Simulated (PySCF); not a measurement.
Vertical excitations of a molecule CH₆ClGeN from PySCF 2.14.0 with TDDFT-PBE/def2-SVPD, as energy in eV (oscillator strength): 6.08 (0.042), 6.22 (0.055), 6.53 (0.024), 6.68 (0.027), 6.83 (0.013), 6.93 (0.009), 7.01 (0.055), 7.17 (0.030), 7.26 (0.041), 7.53 (0.010). Lowest triplet (TDA): 5.59 eV. The structure is a stationary point at ωB97X-D3(BJ)/def2-SVP. The values are those of a single conformer.

Pick the molecule that these values belong to.
A) N[CH2][GeH2][Cl]
B) [CH3][Ge@H]([NH2])[Cl]
C) C[NH][GeH2][Cl]

B, [CH3][Ge@H]([NH2])[Cl]
